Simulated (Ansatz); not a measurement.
Program: Ansatz 0.2.0.

A structure relaxed at PBE0-D4/def2-TZVP, charge 0, multiplicity 1:

```csv
atom,x (Å),y (Å),z (Å)
Si1,-0.100,1.184,0.680
Ge2,1.236,-0.635,-0.067
Ge3,-1.138,-0.529,-0.602
H4,0.101,2.514,0.052
H5,-0.421,1.280,2.126
H6,1.704,-1.678,0.953
H7,2.247,-0.399,-1.193
H8,-1.545,-0.228,-2.048
H9,-2.085,-1.508,0.099
```

Problem. Give its formula and SMILES.

Solution. Ge2H6Si, `[SiH2]1[GeH2][GeH2]1`.

Problem. Point group (tolerance 0.08 Å, 0.16 Å for H)?

Solution. C2v.

Problem. Summarise the bond lengths by kind.

Solution. 2 × Ge–Si 2.378 Å; 2 × H–Si 1.484 Å; 1 × Ge–Ge 2.436 Å; 4 × Ge–H 1.532 Å.
